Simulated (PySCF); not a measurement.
GeH2FBr, SMILES [GeH2]([F])[Br]. Heavy atoms are numbered as in [GeH2:1]([F:2])[Br:3]. Hydrogens are named by the atom that carries them.

Coordinates come from a TPSSh-D3(BJ)/def2-SVP optimisation.

Level of theory: PySCF with B3LYP/pcSseg-2.

GIAO shieldings, no solvent; atoms alike by connectivity are averaged. δ = σ(ref) − σ: ⁷³Ge against GeH4 (σ = 1629.1 ppm); ¹⁹F against CFCl3 (σ = 159.6 ppm); ¹H against TMS (σ = 31.68 ppm), references at their B3LYP-D3(BJ)/def2-TZVP geometries, non-relativistic (without spin–orbit terms, shifts of atoms bonded to Cl or Br come out too high).

```json
[
 {"atoms": "Ge1 (GeH2)", "nucleus": "⁷³Ge", "count": "1", "δ (ppm)": "(withheld)"},
 {"atoms": "F2", "nucleus": "¹⁹F", "count": "1", "δ (ppm)": "-198.5"},
 {"atoms": "H on Ge1", "nucleus": "¹H", "count": "2", "δ (ppm)": "6.68"}
]
```

Problem. Fill in the missing entries. (An estimate is asked for; the answer gives what the named calculation found.)

Solution. 
- Ge1 (GeH2), δ (ppm): 380.0
